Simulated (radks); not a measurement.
Values are calculated unless marked as measured or tabulated.
All-electron atom: the molybdenum ion Mo+ in [Ar] 3d10 4s2 4p5 4d5 5p1 (not the ground configuration). Level of theory: Dirac Kohn-Sham, PBE, spin-unpolarised, spherical densities, finite nucleus; open shells are shared between the two j in proportion to 2j + 1; Fermi nuclear charge, rms radius 4.4091 fm (a radial shooting solver on a logarithmic mesh with Libxc functionals).

Normalised radial functions P(r) = r R(r) (large component), r in bohr:

r           4p1/2    4p3/2    5p3/2
0.002882   0.0048   0.0027   0.0008
0.003875   0.0076   0.0048   0.0014
0.00521    0.0122   0.0084   0.0025
0.007004   0.0196   0.0145   0.0043
0.009342   0.0311   0.0244   0.0072
0.01256    0.0496   0.0409   0.0121
0.01689    0.0781   0.0670   0.0198
0.0227     0.1198   0.1063   0.0313
0.03028    0.1751   0.1596   0.0470
0.04071    0.2441   0.2281   0.0672
0.05474    0.3124   0.2990   0.0880
0.07359    0.3499   0.3439   0.1011
0.09815    0.3121   0.3184   0.0933
0.132      0.1524   0.1740   0.0502
0.1774    -0.1281  -0.0960  -0.0298
0.2385    -0.4268  -0.3988  -0.1184
0.3182    -0.5448  -0.5396  -0.1565
0.4277    -0.3175  -0.3464  -0.0923
0.5751     0.2277   0.1759   0.0682
0.7732     0.7961   0.7505   0.2257
1.04       1.0394   1.0247   0.2459
1.387      0.8638   0.8786   0.0749
1.864      0.4830   0.5075  -0.2191
2.506      0.1791   0.1955  -0.4773
3.37       0.0411   0.0471  -0.5710
4.494      0.0055   0.0067  -0.4733
6.042      0.0003   0.0004  -0.2684
8.124      0.0000   0.0000  -0.0968
10.92      0.0000   0.0000  -0.0192

4p1/2: eigenvalue -52.925 eV, 2 radial nodes at r = 0.157, 0.515 bohr, <r> = 1.20 bohr, 90 % of the charge inside 1.77 bohr. 4p3/2: eigenvalue -50.360 eV, 2 radial nodes at r = 0.162, 0.527 bohr, <r> = 1.23 bohr, 90 % of the charge inside 1.82 bohr. 5p3/2: eigenvalue -7.368 eV, 3 radial nodes at r = 0.161, 0.514, 1.50 bohr, <r> = 3.88 bohr, 90 % of the charge inside 5.73 bohr.
